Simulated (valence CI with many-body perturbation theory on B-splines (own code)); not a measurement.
Forbidden lines of Nd26+

Calculated by valence CI with perturbative core correlation (CI+MBPT): six valence electrons over a frozen Dirac-Fock core [Ar] 3d10, radial functions for each j: 9 s, 9 p, 8 d, 6 f, 3 g, 1 h, with the one-electron correlation potential Σ1, the two-electron term Σ2, the three-electron term Σ3, Breit, model QED; selected CI, second order for the rest, scaled by the run's own slope (own B-spline code, finite nucleus).

The last digits are not significant, and no measured levels were compared; by estimate large intervals hold to a few tenths of a per cent, small ones and those within an open d or f shell to about a per cent. Among the levels kept, up to 690 cm⁻¹ of a level comes from second order outside the variational space, and about a tenth of that is noise between levels of different J, which matters for small intervals.

Lines 1 to 26 of 26 in falling wavelength, among levels below 158.90 eV, chosen from the decays that carry over 1 % of a level's rate. Wavelengths and rates use the calculated energies. Electric multipoles are in the length gauge, E1 and E2 with the static RPA response of the core. S is in atomic units (e²a₀⁴ for E2 and M2, e²a₀⁶ for E3), for M1 in squared Bohr magnetons. Weak lines are less certain than strong ones. Lines between different terms over intervals too small for the method are left out, as are lines whose strength nearly cancels.

Levels are named by their leading jj configuration (3d3/2^4 stands for four electrons in 3d with j = 3/2), which in mixed levels can hold well under half, so a name can repeat and another be missing. Letters in brackets count levels of one name in rising energy.

```
λ vac (nm)                               Upper                               Lower  Type   A (s⁻¹)  S (a.u.)
     244.9      (4s^2 4p1/2^2 4p3/2 4d5/2) J=4      (4s^2 4p1/2^2 4p3/2 4d3/2) J=3    M1  9.48e+02  4.65e+00
     203.6          (4s^2 4p1/2^2 4p3/2^2) J=0          (4s^2 4p1/2^2 4p3/2^2) J=2    E2  2.84e+00  8.89e-02
     202.8      (4s^2 4p1/2 4p3/2^2 4d5/2) J=5      (4s^2 4p1/2 4p3/2^2 4d3/2) J=4    M1  1.67e+03  5.68e+00
     151.0  (4s^2 4p1/2 4p3/2^2 4d5/2) J=4 [b]  (4s^2 4p1/2 4p3/2^2 4d3/2) J=3 [a]    M1  1.54e+03  1.78e+00
     78.88      (4s^2 4p1/2 4p3/2^2 4d3/2) J=4      (4s^2 4p1/2^2 4p3/2 4d5/2) J=3    M1  7.69e+03  1.26e+00
     72.44  (4s^2 4p1/2 4p3/2^2 4d5/2) J=4 [a]      (4s^2 4p1/2^2 4p3/2 4d5/2) J=3    M1  2.27e+04  2.88e+00
     60.20  (4s^2 4p1/2 4p3/2^2 4d5/2) J=4 [b]      (4s^2 4p1/2^2 4p3/2 4d5/2) J=3    M1  1.21e+04  8.79e-01
     56.26            (4s^2 4p1/2 4p3/2^3) J=1          (4s^2 4p1/2^2 4p3/2^2) J=0    M1  4.36e+04  8.63e-01
     51.47      (4s^2 4p1/2 4p3/2^2 4d3/2) J=4      (4s^2 4p1/2^2 4p3/2 4d5/2) J=4    M1  2.35e+04  1.07e+00
     48.64  (4s^2 4p1/2 4p3/2^2 4d5/2) J=4 [a]      (4s^2 4p1/2^2 4p3/2 4d5/2) J=4    M1  1.04e+05  4.01e+00
     44.08            (4s^2 4p1/2 4p3/2^3) J=1          (4s^2 4p1/2^2 4p3/2^2) J=2    M1  1.91e+05  1.82e+00
     42.80  (4s^2 4p1/2 4p3/2^2 4d5/2) J=4 [b]      (4s^2 4p1/2^2 4p3/2 4d5/2) J=4    M1  1.60e+04  4.19e-01
     42.80  (4s^2 4p1/2 4p3/2^2 4d5/2) J=4 [b]      (4s^2 4p1/2^2 4p3/2 4d5/2) J=4    E2  1.02e+03  1.18e-01
     42.53      (4s^2 4p1/2 4p3/2^2 4d3/2) J=4      (4s^2 4p1/2^2 4p3/2 4d3/2) J=3    M1  1.69e+04  4.34e-01
     42.53      (4s^2 4p1/2 4p3/2^2 4d3/2) J=4      (4s^2 4p1/2^2 4p3/2 4d3/2) J=3    E2  1.30e+03  1.46e-01
     41.05      (4s^2 4p1/2 4p3/2^2 4d5/2) J=5      (4s^2 4p1/2^2 4p3/2 4d5/2) J=4    M1  3.48e+04  9.83e-01
     41.05      (4s^2 4p1/2 4p3/2^2 4d5/2) J=5      (4s^2 4p1/2^2 4p3/2 4d5/2) J=4    E2  1.45e+03  1.66e-01
     40.58  (4s^2 4p1/2 4p3/2^2 4d5/2) J=4 [a]      (4s^2 4p1/2^2 4p3/2 4d3/2) J=3    M1  2.07e+04  4.61e-01
     40.19                  (4s^2 4p3/2^4) J=0            (4s^2 4p1/2 4p3/2^3) J=2    E2  1.12e+04  1.05e-01
     39.38            (4s^2 4p1/2 4p3/2^3) J=2          (4s^2 4p1/2^2 4p3/2^2) J=2    M1  1.29e+05  1.46e+00
     39.38            (4s^2 4p1/2 4p3/2^3) J=2          (4s^2 4p1/2^2 4p3/2^2) J=2    E2  3.28e+03  1.39e-01
     36.24                  (4s^2 4p3/2^4) J=0            (4s^2 4p1/2 4p3/2^3) J=1    M1  6.39e+05  1.13e+00
     34.78  (4s^2 4p1/2 4p3/2^2 4d5/2) J=4 [b]      (4s^2 4p1/2^2 4p3/2 4d3/2) J=2    E2  5.70e+02  2.33e-02
     25.89  (4s^2 4p1/2 4p3/2^2 4d5/2) J=4 [b]            (4s 4p1/2^2 4p3/2^3) J=2    E2  3.58e+02  3.34e-03
     11.42  (4s^2 4p1/2 4p3/2^2 4d5/2) J=4 [b]            (4s^2 4p1/2 4p3/2^3) J=2    M2  2.07e+03  3.23e-04
     11.17      (4s^2 4p1/2^2 4p3/2 4d5/2) J=4          (4s^2 4p1/2^2 4p3/2^2) J=2    M2  1.53e+03  2.13e-04
```
